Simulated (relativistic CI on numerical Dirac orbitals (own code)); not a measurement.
# Ligand-field terms of d4

Computed with a parametric ligand-field model of a d^n configuration (Racah B and C, spin-orbit zeta, crystal field), exact diagonalisation.

Field parameters in Wybourne normalisation: Oh B⁴₀ = 21Dq, B⁴₄ = √(5/14) B⁴₀; Td as Oh with Dq negative (B⁴₀ = 21Dq, B⁴₄ = √(5/14) B⁴₀). The field is a parameter set, without covalency.

Problem. Lowest levels for B = 920, C = 3580, ζ = 860 cm⁻¹, Oh, 10Dq = 29000 cm⁻¹?

Solution. A1 0 (S 1.03), T1 556 (S 1.03), E 1381 (S 1.02), T2 1407 (S 1.01), A2 7953 (S 2.00), T2 7994 (S 1.99), E 8035 (S 1.99), T1 8069 (S 1.98), A1 8100 (S 1.98) cm⁻¹, with S from ⟨S²⟩ = S(S + 1). The ground level has 0.05 electrons in the cubic e pair.

Problem. Lowest levels for B = 880, C = 4040, ζ = 510 cm⁻¹, Oh, 10Dq = 3650 cm⁻¹?

Solution. A1 0 (S 2.00), T1 42 (S 2.00), E 83 (S 2.00), T2 115 (S 2.00), A2 147 (S 2.00), T2 3545 (S 2.00), T1 3578 (S 2.00), A1 3624 (S 2.00), T1 3939 (S 2.00) cm⁻¹, with S from ⟨S²⟩ = S(S + 1). The ground level has 1.03 electrons in the cubic e pair.

Problem. Lowest levels for B = 500, C = 2470, ζ = 3100 cm⁻¹, Oh, 10Dq = 21850 cm⁻¹?

Solution. A1 0 (S 1.10), T1 3520 (S 1.16), E 6129 (S 1.08), T2 6187 (S 0.97), T2 13084 (S 1.11), E 13331 (S 1.20), A2 13663 (S 1.97), T2 14323 (S 1.52), T1 14405 (S 1.85) cm⁻¹, with S from ⟨S²⟩ = S(S + 1). The ground level has 0.21 electrons in the cubic e pair; its S is far from a half-integer, so spin-orbit coupling mixes spin states.

Problem. Lowest levels for B = 1010, C = 4260, ζ = 590 cm⁻¹, Oh, 10Dq = 4150 cm⁻¹?

Solution. A1 0 (S 2.00), T1 50 (S 2.00), E 101 (S 2.00), T2 139 (S 2.00), A2 178 (S 2.00), T2 4035 (S 2.00), T1 4073 (S 2.00), A1 4125 (S 2.00), T1 4490 (S 2.00) cm⁻¹, with S from ⟨S²⟩ = S(S + 1). The ground level has 1.03 electrons in the cubic e pair.

Problem. Lowest levels for B = 490, C = 1760, ζ = 810 cm⁻¹, Td, 10Dq = -7900 cm⁻¹?

Solution. A1 0 (S 1.07), T1 1053 (S 1.89), T2 1343 (S 1.95), A1 1401 (S 1.48), E 1891 (S 1.96), T1 2023 (S 1.98), T2 2422 (S 1.98), T1 4473 (S 1.15), E 4514 (S 1.03) cm⁻¹, with S from ⟨S²⟩ = S(S + 1). The ground level has 3.12 electrons in the cubic e pair.
